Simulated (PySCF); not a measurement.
Identify the compound

An unknown has the formula C5H9NOSi. Its calculated NMR data are:

¹H NMR (400 MHz, computed): δ 6.49 (d, 1H), 5.63 (m, 1H), 5.23 (s, 2H), 4.64 (m, 2H), 2.42 (s, 3H).

¹³C{¹H} NMR (computed): δ 243.7 (C), 147.7 (CH), 116.4 (CH), 60.1 (CH2), 40.1 (CH3).

Theoretical values (PySCF): structure optimised with GFN2-xTB, shielding tensors at PBE0/pcSseg-1 (GIAO). Equivalent nuclei averaged, no solvent, single conformer, no relativistic terms.

δ = σ(ref) − σ, references computed at the same level: ¹H, ¹³C against TMS.

Question: Which of these isomers gave the spectra?
A. C#C[C@@H](C)NC(=O)[SiH3]
B. CC(=O)[SiH2]N1C=CC1
C. CO[C@@H]1C[C@]1([SiH3])C#N

Answer: B. 

1. Rings plus π bonds: 3 (1 ring in the answer).
2. 5 carbon signals for 5 carbons: no two carbons are equivalent.
3. Carbon types of the structure: 1 × C, 2 × CH, 1 × CH2, 1 × CH3, leaving 2 H on heteroatoms.
4. δC 243.7: carbonyl carbon.
5. δC 147.7: alkene carbon bearing nitrogen; an sp2 carbon further deshielded by the attached heteroatom.
6. δC 116.4: β carbon of an enol-ether or enamine type C=C.
7. δC 60.1: allylic sp3 CH2 bonded to N; deshielded by the electronegative neighbour.
8. δH 2.42: hydrogen on a methyl carbon α to a carbonyl; α to C=O.

The others: CO[C@@H]1C[C@]1([SiH3])C#N has carbons computed at 125.3, 66.7, 60.3, 21.5, -2.9, with a different DEPT pattern; C#C[C@@H](C)NC(=O)[SiH3] would give 4 signals for carbon-bound and other non-exchanging H, not 5.

Shifts are as computed. Against solution values, carbons near 30 ppm lie about +3 ppm off and those near 130 ppm about +5 ppm. Of 1309 compounds with measured shifts, 239 miss one by over three times the rms of a fit or turn the order of signals round; such compounds aren't used in these exercises. Multiplicities follow the n + 1 count of equivalent neighbours, as no J values were calculated; m marks all less simple cases, F and P coupling included.
